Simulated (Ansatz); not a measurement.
System: BaF (charge +1, singlet). 
Coordinates optimised at B3LYP-D3(BJ)/def2-TZVP (Ansatz, a first-principles code):
```
Ba
F 1 2.0944
```
Charge +1, spin multiplicity 1.

Basis-set convergence of Hartree-Fock and CCSD correlation energies (hartree) with Ansatz. Valence correlation only, unless marked. No spin-orbit coupling. The frozen core is the preceding noble-gas configuration, with the filled d and f shells of earlier blocks. The outer core of K, Ca and their heavier congeners is not correlated, a term that matters for these elements. Past Kr the def2 sets carry scalar-relativistic core potentials.

```json
[
 {"basis": "def2-SVPD", "functions": "56", "E(HF)": "-124.36159", "E(corr, CCSD)": "-0.21799"},
 {"basis": "def2-TZVPPD", "functions": "80", "E(HF)": "-124.50837", "E(corr, CCSD)": "-0.27518"},
 {"basis": "def2-QZVPPD", "functions": "126", "E(HF)": "-124.51496", "E(corr, CCSD)": "-0.29771"}
]
```

Extrapolating the two largest sets (X = 3 and 4) as X^-3: E(corr) = (64·(-0.29771) - 27·(-0.27518))/37 = -0.3142 Eh, an estimate of the basis-set limit. The largest set recovers 94.8 % of it, the smallest 69.4 %.
